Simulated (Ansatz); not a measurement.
Consider the redistribution: `[F][GeH2][SH]` + `C[O][Zn][O]C` → `C[O][GeH2][SH]` + `C[O][Zn][F]`.

Gas-phase electronic energies from Ansatz, PBE0-D4/def2-TZVP geometries. CCSD(T)/CBS is the MP2 limit (def2-TZVPP, def2-QZVPP) plus CCSD(T) − MP2 in def2-TZVPP, frozen cores. Functionals use def2-TZVPP. For Ge, Zn outer-core shells are correlated without core-valence functions, which leaves a few kJ/mol of doubt a bond. Scalar relativity is left out up to krypton. One conformer a species, not always the lowest.

`[F][GeH2][SH]`:

```xyz
6

F     0.511    0.868   -1.575
Ge    0.475   -0.171   -0.179
S    -0.857    0.697    1.341
H    -0.045   -1.515   -0.696
H     1.895   -0.181    0.391
H    -1.980    0.303    0.717
```

`C[O][Zn][O]C`:

Cartesian coordinates in Å:
```
C 1.871 0.186 -1.995
O 1.134 -0.776 -1.292
Zn 0.232 -0.496 0.197
O -0.593 -0.378 1.750
C -1.940 -0.039 1.936
H 2.310 -0.291 -2.878
H 1.254 1.023 -2.347
H 2.697 0.605 -1.404
H -2.185 0.962 1.558
H -2.153 -0.043 3.011
H -2.628 -0.753 1.463
```

`C[O][GeH2][SH]`:

```xyz
10

C    -0.596   -0.858   -1.201
O    -0.872   -0.559    0.148
Ge   -0.111    0.865    0.881
S     2.102    0.712    0.805
H    -0.927   -0.057   -1.875
H    -1.140   -1.769   -1.461
H     0.473   -1.031   -1.371
H    -0.449    2.124    0.064
H    -0.636    0.867    2.318
H     2.156   -0.295    1.693
```

`C[O][Zn][F]`:

```xyz
7

C     0.981   -0.404   -0.031
O     0.010    0.247    0.745
Zn   -1.595    0.707    0.199
F    -3.206    1.214   -0.217
H     0.654   -1.392   -0.380
H     1.287    0.181   -0.908
H     1.870   -0.553    0.592
```

```json
{"level": "PBE0", "ΔE (kJ/mol)": "-9.7"}
{"level": "CCSD/CBS(def2)", "ΔE (kJ/mol)": "-17.8"}
```

(1) What does CCSD(T)/CBS give? (Best estimate.)

Largest T1 diagnostic among the species: 0.017.

Results:

(1) Computed: -17.7 kJ/mol. The listed levels differ from it by 8.0, -0.1 kJ/mol.

The D4 term adds −4.6 kJ/mol with B3LYP and −2.6 kJ/mol with PBE0; it sums over pairs of atoms, weighted by their polarisabilities, and B3LYP, whose exchange is more repulsive, gets the larger term.

B3LYP here is the variant with VWN-RPA as its local correlation; programs differ in this.
